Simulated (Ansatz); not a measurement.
SnH5ClO, singlet: at the start structure of a reaction step.

Input (in.yaml):

```yaml
crystal:
  periodic: [false, false, false]
  atoms:
    - {symbol: Sn, position_ang: [-0.241186, 0.632418, -1.044840]}
    - {symbol: Cl, position_ang: [1.269509, -1.177123, -1.099613]}
    - {symbol: H, position_ang: [-1.774717, 0.001131, -0.703531]}
    - {symbol: H, position_ang: [0.368683, 1.763510, 0.062885]}
    - {symbol: H, position_ang: [-0.147117, 1.233834, -2.640954]}
    - {symbol: H, position_ang: [0.394009, -1.357727, 1.275459]}
    - {symbol: O, position_ang: [-0.195685, -0.738566, 1.720317]}
    - {symbol: H, position_ang: [0.326504, -0.357577, 2.430178]}
basis:
  gaussian: {orbitals: def2-TZVPP}
hamiltonian: {xc: lda}
```

Command:

```bash
ansatz run in.yaml --threads 4 --pin off --events-out ev --progress --plain --max-ram 9574MiB
```

The run's output (Ansatz 0.2.0):

```
Functional definition: SPW92
  name "SPW92"
  cite "Dirac, Proc. Camb. Phil. Soc. 26, 376 (1930) doi:10.1017/S0305004100016108"
  cite "Slater, Phys. Rev. 81, 385 (1951) doi:10.1103/PhysRev.81.385"
  cite "Perdew & Wang, Phys. Rev. B 45, 13244 (1992) doi:10.1103/PhysRevB.45.13244"
  exchange = slater_x
  correlation = pw_c
1128 factors; their error is unknown
mean field evaluation 1: about -20412.8316 eV, gradient 6.2e1 eV
mean field evaluation 2: about -20355.6123 eV, gradient 1.5e2 eV
mean field evaluation 4: about -20418.8291 eV, gradient 1.3e1 eV
mean field evaluation 8: about -20419.1762 eV, gradient 1.0e-1 eV
mean field evaluation 16: about -20419.1634 eV, gradient 2.1e-4 eV
mean field -20419.16335675 eV, -750.3904127544 hartree, gradient 4.8e-5 eV, S^2 0.000000; 0 other end points of the search recorded, 0 dependent functions left out
reference -20419.16340095 eV, -750.3904143789 hartree; 26, 26 occupied and 167, 167 virtual orbitals, 1128 factors
Total energy: -20419.16340095 eV, -750.3904143789 hartree
```

Hardware: 4 CPU threads of an Intel Xeon, shared host. Wall time about 1.8 s.
